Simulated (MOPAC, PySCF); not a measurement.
H4GeS, SMILES `[SH][GeH3]`, neutral singlet in the gas phase. 

Z-matrix (Å, degrees):
```
Ge
H 1 1.5291
H 1 1.5335 2 110.62
H 1 1.5335 2 110.61 3 -121.85
S 1 2.2256 2 104.77 4 -119.08
H 5 1.3440 1 94.36 2 -179.89
```
Charge 0, multiplicity 1.

All levels are single points at this geometry (r2SCAN-D4/def2-TZVP); Pople sets use spherical d functions. Orbital energies aren't observables, and empty levels follow the basis.

PM6 in MOPAC gives gap (eV) = 8.41.

Problem. Estimate the gap (eV) from each of these levels: r2SCAN-D4/def2-TZVP in PySCF; B3LYP/3-21G in PySCF; B3LYP/6-31G* in PySCF; B3LYP/LANL2DZ in PySCF; BP86/6-31G* in PySCF; M06-2X/6-31G* in PySCF; PBE/6-31G* in PySCF; HF/3-21G in PySCF; HF/6-31G* in PySCF; HF/STO-3G in PySCF; AM1 in MOPAC; PM3 in MOPAC.

Solution. 
| level | gap (eV) |
|---|---|
| r2SCAN-D4/def2-TZVP in PySCF | 5.77 |
| B3LYP/3-21G in PySCF | 6.81 |
| B3LYP/6-31G* in PySCF | 6.68 |
| B3LYP/LANL2DZ in PySCF | 6.77 |
| BP86/6-31G* in PySCF | 5.12 |
| M06-2X/6-31G* in PySCF | 9.13 |
| PBE/6-31G* in PySCF | 5.09 |
| HF/3-21G in PySCF | 13.33 |
| HF/6-31G* in PySCF | 13.01 |
| HF/STO-3G in PySCF | 17.28 |
| AM1 in MOPAC | 7.95 |
| PM3 in MOPAC | 7.47 |
